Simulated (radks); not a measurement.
Cs4+, configuration [Kr] 4d10 5s2 5p3. Calculated with a radial shooting solver on a logarithmic mesh with Libxc functionals: Dirac Kohn-Sham, BP86, spin-unpolarised, spherical densities, finite nucleus; open shells are shared between the two j in proportion to 2j + 1; Fermi nuclear charge, rms radius 4.8041 fm.

Normalised radial functions P(r) = r R(r) (large component), r in bohr:

```
   r/bohr * 4p1/2, o 5s1/2, + 5p3/2 (the largest magnitude, 1.32, reaches the edge; | marks zero, & curves that meet)
0.0009127                             &o
 0.001208                             &o
 0.001598                             &o
 0.002097                             &o
 0.002775                             &o
 0.003672                             & o
 0.004858                             +*o
 0.006428                             +*o
 0.008505                             + *o
  0.01116                             |+*o
  0.01477                             |+ &
  0.01954                             | &  *
  0.02586                             |o+    *
  0.03421                             o  +     *
  0.04527                           o |   +     *
  0.05942                         o   |   +     *
  0.07862                        o    |  +    *
    0.104                          o  |+*
   0.1376                      *    + |o
   0.1821               *        +    |     o
    0.241              *        +     |      o
   0.3163                        *  + | o
   0.4185                       o     |    +      *
   0.5537                   o         |        +               *
   0.7326                        o    |     +                    *
   0.9694                          +  |       o         *
    1.272                +            |       *        o
    1.684           +                 | *               o
    2.228               +             *           o
    2.947                      +      *    o
      3.9                           + *o
     5.16                             &
```

4p1/2: eigenvalue -213.70 eV, 2 radial nodes at r = 0.111, 0.346 bohr, <r> = 0.720 bohr, 90 % of the charge inside 1.05 bohr. 5s1/2: eigenvalue -66.135 eV, 4 radial nodes at r = 0.0323, 0.128, 0.340, 0.821 bohr, <r> = 1.64 bohr, 90 % of the charge inside 2.33 bohr. 5p3/2: eigenvalue -50.383 eV, 3 radial nodes at r = 0.116, 0.346, 0.893 bohr, <r> = 1.87 bohr, 90 % of the charge inside 2.68 bohr.
